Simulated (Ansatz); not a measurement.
`O[SiH](O)[SiH2]Cl` and `CS[SiH](O)O` differ in one atom or group.

Ansatz, PBE0-D4/def2-TZVP geometries, multiplicity 1. Each molecule was computed in one conformer, which needn't be the lowest.

| property | `O[SiH](O)[SiH2]Cl` |
| --- | --- |
| HOMO–LUMO gap (ωB97M-V/def2-TZVPP) / eV | 10.97 |
| HOMO–LUMO gap (PBE0/def2-TZVPP) / eV | 7.13 |
| HOMO energy (B3LYP/def2-TZVPP) / eV | -7.58 |
| LUMO energy (B3LYP/def2-TZVPP) / eV | -0.83 |
| LUMO energy (PBE/def2-TZVPP) / eV | -1.50 |
| HOMO–LUMO gap (PBE/def2-TZVPP) / eV | 5.02 |

Q: What does the change do to each property? (Estimate.)

A: Computed: 
```json
{"property": "HOMO–LUMO gap (ωB97M-V/def2-TZVPP) / eV", "`CS[SiH](O)O`": "11.18", "shift": "0.21"}
{"property": "HOMO–LUMO gap (PBE0/def2-TZVPP) / eV", "`CS[SiH](O)O`": "7.25", "shift": "0.12"}
{"property": "HOMO energy (B3LYP/def2-TZVPP) / eV", "`CS[SiH](O)O`": "-6.82", "shift": "0.76"}
{"property": "LUMO energy (B3LYP/def2-TZVPP) / eV", "`CS[SiH](O)O`": "-0.09", "shift": "0.74"}
{"property": "LUMO energy (PBE/def2-TZVPP) / eV", "`CS[SiH](O)O`": "-0.72", "shift": "0.78"}
{"property": "HOMO–LUMO gap (PBE/def2-TZVPP) / eV", "`CS[SiH](O)O`": "5.10", "shift": "0.08"}
```

With PBE0 the HOMO rises by 0.71 eV and the LUMO rises by 0.83 eV, so the gap widens by about 0.12 eV. PBE moves the HOMO by 0.70 eV and ωB97M-V by 0.57 eV.

B3LYP here is the variant with VWN-RPA as its local correlation; programs differ in this.
